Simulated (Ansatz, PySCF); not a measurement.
C3H4B, SMILES `C#C[B-]C` (near-degenerate singlet) (charge -1, multiplicity 1). This singlet lies within 0.05 eV of the relaxed triplet at the level B3LYP-D3(BJ)/def2-TZVPD (PySCF).

All values below come from BLYP/aug-cc-pVTZ // B3LYP-D3(BJ)/def2-TZVPD (Ansatz, a program for electronic structure).

Ansatz 0.2 input:
```yaml
crystal:
  periodic: [false, false, false]
  atoms:
    - { symbol: C, position_ang: [2.417115, -0.117938, 0.59137] }
    - { symbol: C, position_ang: [1.179367, -0.349689, 0.351988] }
    - { symbol: B, position_ang: [-0.190712, -0.627459, 0.089569] }
    - { symbol: C, position_ang: [-1.422679, 0.288972, -0.237724] }
    - { symbol: H, position_ang: [3.162992, -0.88518, 0.8065] }
    - { symbol: H, position_ang: [-1.206269, 0.880386, -1.142081] }
    - { symbol: H, position_ang: [-1.559018, 1.021853, 0.573912] }
    - { symbol: H, position_ang: [-2.380796, -0.210942, -0.393741] }
basis:
  gaussian: { orbitals: aug-cc-pVTZ }
hamiltonian:
  xc: blyp
total_charge: -1
```

Output:

```
Functional definition: BLYP
1082 factors; their error is unknown
mean field evaluation 1: about -3836.9409 eV, gradient 6.8e1 eV
mean field evaluation 2: about -3676.5424 eV, gradient 1.7e2 eV
mean field evaluation 4: about -3846.2223 eV, gradient 3.1e1 eV
mean field evaluation 8: about -3849.2090 eV, gradient 7.8e-1 eV
mean field evaluation 16: about -3849.1826 eV, gradient 1.4e-3 eV
mean field -3849.18256811 eV, -141.4548503083 hartree, gradient 3.7e-5 eV, S^2 0.000000; 1 other end points of the search recorded, 0 dependent functions left out
reference -3849.18289986 eV, -141.4548625000 hartree; 14, 14 occupied and 262, 262 virtual orbitals, 1082 factors
Total energy: -3849.18289986 eV, -141.4548625000 hartree
```
